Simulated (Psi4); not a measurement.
Worked example: ideal-gas entropy of InHBr2 (SMILES [Br][InH][Br])

A singlet with charge 0, relaxed at PBE0-D4/def2-TZVP (density fitting, core potential) (Psi4 1.11):

```xyz
4

Br   -1.7751    0.9083   -1.1388
In    0.1554    0.1425    0.1656
Br    0.6491   -2.2320   -0.1975
H     1.0505    1.1474    1.2010
```

Harmonic wavenumbers in cm⁻¹: 72, 249, 268, 367, 460, 1893.

Masses in u: Br 79.904, In 114.818, H 1.008. Take T = 298.15 K, p = 1 bar, R = 8.3145 J/(mol K), kT/hc = 207.22 cm⁻¹, rigid rotor and harmonic oscillator.

Question: Compute the standard molar entropy.

Answer: 
1. Translation (Sackur–Tetrode): S = R[3/2 ln M + 5/2 ln T − 1.1517] with M = 275.634 gives 178.9 J/(mol K).
2. Rotation: principal moments 130.388, 664.173, 794.561 u Å² give A, B, C = 0.1293, 0.0254, 0.0212 cm⁻¹; the symmetry number is σ = 2; q = (√π/σ)√((kT/hc)³/ABC) = 316817; S = R(ln q + 3/2) = 117.8.
3. Vibration: with u = ν̃/207.22, each mode gives R[u/(eᵘ − 1) − ln(1 − e⁻ᵘ)]; the sum is 38.9, most from 72 cm⁻¹ (17.1), 249 cm⁻¹ (7.3), 268 cm⁻¹ (6.7).
4. Electronic: R ln 1 = 0.0, from the spin multiplicity alone.
5. Sum: 178.9 + 117.8 + 38.9 + 0.0 = 335.6 J/(mol K).

No measured value is set beside it here.
